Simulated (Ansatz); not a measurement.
Molecule: CH7ClFNSi2, charge 0, multiplicity 1. 
Geometry from a B3LYP-D3(BJ)/def2-TZVP (Ansatz, an electronic-structure program) optimisation:
SMILES: C[Si](F)(Cl)N[SiH3]
```xyz
13

C      1.6431    -0.8764    -0.8361
Si     0.4500     0.3091    -0.0759
F      0.3339     1.5711    -1.0558
Cl     1.1698     1.0542     1.7073
N     -1.0821    -0.3650     0.2468
Si    -2.0484    -1.4274    -0.7291
H      1.2654    -1.2439    -1.7919
H      2.6002    -0.3850    -1.0154
H      1.8088    -1.7302    -0.1784
H     -1.5203    -0.0228     1.0921
H     -1.2794    -1.7027    -1.9615
H     -2.3256    -2.7026    -0.0268
H     -3.3464    -0.8065    -1.0807
```
Charge 0, spin multiplicity 1.

Wanted: vertical triplet-singlet gap (E(triplet) - E(singlet); each state is the SCF solution reached for its spin), in kcal/mol. Correlated levels leave the core frozen unless marked. Open shells are spin-unrestricted. No spin-orbit coupling. No relativistic terms. Basis-set limits of correlation are two-point, X^-3; Hartree-Fock from the larger set. [CCSD(T)-MP2]/basis is that difference in the basis named.

```json
[
 {"level": "r2SCAN/def2-TZVPD", "program": "Ansatz", "vertical triplet-singlet gap (kcal/mol)": "138.0"},
 {"level": "SCS-MP2/aug-cc-pV(T+d)Z", "program": "Ansatz", "vertical triplet-singlet gap (kcal/mol)": "161.7"},
 {"level": "RI-MP2/CBS(aug-cc-pV(T+d)Z,aug-cc-pV(Q+d)Z)+[CCSD(T)-MP2]/aug-cc-pV(T+d)Z", "program": "Ansatz", "vertical triplet-singlet gap (kcal/mol)": "(withheld)"}
]
```

### Question
Complete the blanks.

### Answer

- RI-MP2/CBS(aug-cc-pV(T+d)Z,aug-cc-pV(Q+d)Z)+[CCSD(T)-MP2]/aug-cc-pV(T+d)Z, vertical triplet-singlet gap (kcal/mol): 152.1
